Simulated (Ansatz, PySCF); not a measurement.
CH₄N₂S, charge -1, doublet, at a GFN2-xTB geometry (a state made from the parent by changing its charge; the spin is typed, not shown lowest) (in this run its highest filled SCF level lies above zero, so its values depend strongly on the basis, on diffuse functions most of all). Base run: PySCF with REVPBE/6-311G**.

Here is a job for PySCF.
```python
from pyscf import gto, scf, dft

mol = gto.Mole()
mol.atom = '''
    N     0.837640   -1.283488   -0.488465
    C     0.002020   -0.341556    0.236280
    N    -1.327378   -0.868300    0.395178
    S     0.269417    1.333870   -0.025858
    H     1.001045   -2.104907    0.095435
    H     1.728855   -0.825310   -0.655005
    H    -1.707379   -1.197798   -0.500846
    H    -1.917137   -0.102050    0.709464
'''
mol.basis = '6-311g**'
mol.charge = -1
mol.spin = 1
mol.verbose = 3
mol.build()

mf = dft.UKS(mol)
mf.xc = 'revpbe'
mf.kernel()
```

The same geometry, method and basis name were run in Ansatz (a quantum-chemistry and plane-wave program) and PySCF, at each program's defaults and at the settings that a row names. The base is PySCF at its defaults. Differences at the defaults can come from grids, fitting, cores and function types together.

```json
[
 {"code and settings": "PySCF, defaults (exact integrals, its default grid, spherical functions)", "ΔE vs base (µEh)": "0.0", "basis functions": "104", "E (Eh)": "-548.12693", "SCF cycles": "12"},
 {"code and settings": "Ansatz, defaults (factorised integrals, its default grid, Cartesian functions)", "ΔE vs base (µEh)": "-584", "basis functions": "105", "E (Eh)": "-548.12752", "SCF cycles": "-"},
 {"code and settings": "PySCF, density fitting with def2-universal-jkfit", "ΔE vs base (µEh)": "-93.6", "basis functions": "104", "E (Eh)": "-548.12703", "SCF cycles": "12"},
 {"code and settings": "PySCF, fine grid", "ΔE vs base (µEh)": "-2.3", "basis functions": "104", "E (Eh)": "-548.12693", "SCF cycles": "12"},
 {"code and settings": "Ansatz, high accuracy, Cartesian functions as the basis file defines them", "ΔE vs base (µEh)": "-582", "basis functions": "105", "E (Eh)": "-548.12751", "SCF cycles": "-"}
]
```

Open shells are given as the SCF converged; they aren't shown to be the lowest states, and a large step between rows can be another state.
